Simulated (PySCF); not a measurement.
## Electron correlation in Rh²²⁺ (rhodium, charge +22)

Starting occupation: [Ar] 3d5, 3d3/2 with m_j = -3/2, -1/2, +1/2, +3/2, 3d5/2 with m_j = +5/2. Computed with PySCF 2.14 in an uncontracted even-tempered set (17 s from 2.7 bohr⁻², ratio 2.8; 12 p from 3.5 bohr⁻², ratio 2.8; 8 d from 3.5 bohr⁻², ratio 2.8; 3 f from 13 bohr⁻², ratio 3), with X2C-1e with screened-nucleus spin-orbit coupling, Gaussian nucleus. Frozen: [Ne]; 13 electrons correlated; the 76 highest virtual spinors left out.

MP2 pair energies summed by pair of shells (mhartree):

| pair | energy | share (%) |
| --- | --- | --- |
| 3d-3p | -187.79 | 44.7 |
| 3p-3p | -99.92 | 23.8 |
| 3d-3d | -67.78 | 16.1 |
| 3p-3s | -35.69 | 8.5 |
| 3d-3s | -23.83 | 5.7 |
| 3s-3s | -4.86 | 1.2 |

Total MP2 correlation energy: -419.86 mhartree.

The GHF reference relaxed away from the jj start to a determinant that is no pure jj level (⟨S²⟩ = 8.27, ⟨J²⟩ = 8.75); the energies belong to that determinant.

At this charge the one-electron X2C treatment keeps the bare 1/r₁₂, with no two-electron picture change or Breit term. The effect here is smaller than on the frozen 1s shell.
